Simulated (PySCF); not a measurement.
CH₈OSi₂.

```xyz
12

Si     0.9968     0.2599    -0.5899
C      2.4280     0.3596     0.5992
O     -0.3834    -0.1040     0.2635
Si    -2.0107    -0.3884     0.1760
H      1.2350    -0.8025    -1.6169
H      0.8069     1.5637    -1.2999
H      2.2536     1.1409     1.3545
H      2.5682    -0.5990     1.1214
H      3.3595     0.5999     0.0629
H     -2.5178    -0.6556     1.5516
H     -2.2906    -1.5731    -0.6919
H     -2.7215     0.7987    -0.3904
```

Geometry: PBE0-D3(BJ)/def2-SVP. One conformer was computed; it need not be the lowest.

These are PBE/pcSseg-1 (PySCF) values and carry that method's errors. Non-relativistic, no solvent.

Question: Give the absolute GIAO shielding of each atom: isotropic value and principal components (ppm). (Estimate from the structure and the level; the computed values follow.)

Answer: 
```csv
atom,σ(iso),σ11,σ22,σ33,span
Si1,348.4,283.8,347.1,414.3,130.5
C2,181.0,167.2,184.6,191.1,23.9
O3,312.8,244.1,343.1,351.3,107.1
Si4,374.5,326.0,333.4,464.1,138.1
H5,25.9,22.4,25.0,30.4,8.0
H6,25.9,22.4,25.0,30.4,8.0
H7,30.6,26.9,28.5,36.5,9.6
H8,30.6,26.9,28.5,36.5,9.6
H9,31.3,27.7,27.8,38.4,10.7
H10,26.0,22.8,24.4,30.9,8.0
H11,25.9,22.8,24.3,30.7,7.8
H12,25.9,22.8,24.3,30.7,7.8
```
